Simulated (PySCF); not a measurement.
Input and output

WO2Br2 (singlet). PySCF 2.14.0, RKS B3LYP, W def2-SVP with ECP60, O def2-SVP, Br def2-SVP; non-relativistic Hamiltonian with scalar-relativistic core potentials where named; density fitting; no spin-orbit coupling. Purpose: singlet excitations, Tamm-Dancoff B3LYP.

```python
mol = gto.M(atom='''
W     -0.00000     0.00000     0.41745
O      0.96911     0.96911     1.44893
O     -0.96911    -0.96911     1.44893
Br     1.44262    -1.44262    -0.89600
Br    -1.44262     1.44262    -0.89600''',
    basis={'W': 'def2-SVP', 'O': 'def2-SVP', 'Br': 'def2-SVP'},
    ecp={'W': 'def2-SVP'},
    charge=0, spin=0)
mf = dft.RKS(mol, xc='B3LYP')
mf.grids.atom_grid = (50, 194)
mf = mf.density_fit()  # fitting sets: W def2-universal-JKFIT, O def2-universal-JKFIT, Br def2-universal-JKFIT
mf.conv_tol = 1e-08; mf.max_cycle = 55
mf.kernel(dm0)  # dm0: converged density of the relaxed state
td = mf.TDA(); td.nstates = 8; td.kernel()
```

Run from Python with OMP_NUM_THREADS=2; the lines above give its settings. Where DIIS fails, smearing, a level shift and second-order steps follow.
It took 57 s on 2 threads of Arm Neoverse V1, with other jobs on the host, from an already converged density.

(1) Where do the frontier levels lie, over both spins?

(2) What are the Mulliken charges and spins?

(3) Which singlet excitations follow (Tamm-Dancoff, 8 states)?

The geometry was relaxed with PBE (W def2-SVP with ECP60, O def2-SVP, Br def2-SVP).

## Answers

(1) HOMO -9.08 eV, LUMO -3.65 eV. 

(2) 
| atom | charge (e) | spin (e) |
| --- | --- | --- |
| W1 | 0.989 | 0.000 |
| O2 | -0.290 | 0.000 |
| O3 | -0.290 | 0.000 |
| Br4 | -0.205 | 0.000 |
| Br5 | -0.205 | 0.000 |

(3) 
| state | eV | oscillator strength |
| --- | --- | --- |
| 1 | 4.30 | 0.0000 |
| 2 | 4.35 | 0.0020 |
| 3 | 4.60 | 0.0323 |
| 4 | 4.67 | 0.0011 |
| 5 | 4.87 | 0.0289 |
| 6 | 4.91 | 0.0006 |
| 7 | 5.16 | 0.0015 |
| 8 | 5.21 | 0.0000 |
Functionals without range separation put charge-transfer states too low; the basis has no diffuse functions.
